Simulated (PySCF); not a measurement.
Re(OH)₃ (triplet). Computed with PySCF, UPBE0, basis Re def2-SVP with ECP60, O def2-SVP, H def2-SVP (scalar-relativistic core potentials, no spin–orbit coupling, density fitting).

Harmonic bands of its minimum:

```json
{"ω (cm⁻¹)": "188", "IR (km/mol, summed over degenerate members)": "0.0", "degeneracy": "2"}
{"ω (cm⁻¹)": "191", "IR (km/mol, summed over degenerate members)": "2.7", "degeneracy": "1"}
{"ω (cm⁻¹)": "444", "IR (km/mol, summed over degenerate members)": "0.0", "degeneracy": "1"}
{"ω (cm⁻¹)": "508", "IR (km/mol, summed over degenerate members)": "195", "degeneracy": "2"}
{"ω (cm⁻¹)": "683", "IR (km/mol, summed over degenerate members)": "389", "degeneracy": "2"}
{"ω (cm⁻¹)": "710", "IR (km/mol, summed over degenerate members)": "5.2", "degeneracy": "1"}
{"ω (cm⁻¹)": "742", "IR (km/mol, summed over degenerate members)": "443", "degeneracy": "2"}
{"ω (cm⁻¹)": "760", "IR (km/mol, summed over degenerate members)": "5.3", "degeneracy": "1"}
{"ω (cm⁻¹)": "3785", "IR (km/mol, summed over degenerate members)": "173", "degeneracy": "2"}
{"ω (cm⁻¹)": "3796", "IR (km/mol, summed over degenerate members)": "143", "degeneracy": "1"}
```

Q: The central atom is Re. Infer the point group and assign the bands.

A: C3v. The modes span 5e + 4a1 + a2: 188 e, 191 a1, 444 a2, 508 e, 683 e, 710 a1, 742 e, 760 a1, 3785 e, 3796 a1. The computed geometry has O–H 0.970 Å (×3), Re–O 1.858 Å (×3); H–O–Re 116.2° (×3), O–Re–O 120.0° (×3).

Only a few start shapes were tried, so a lower isomer may exist. Other spin states or occupations of the open shell can lie lower. Spin–orbit coupling, left out here, can matter for elements this heavy.
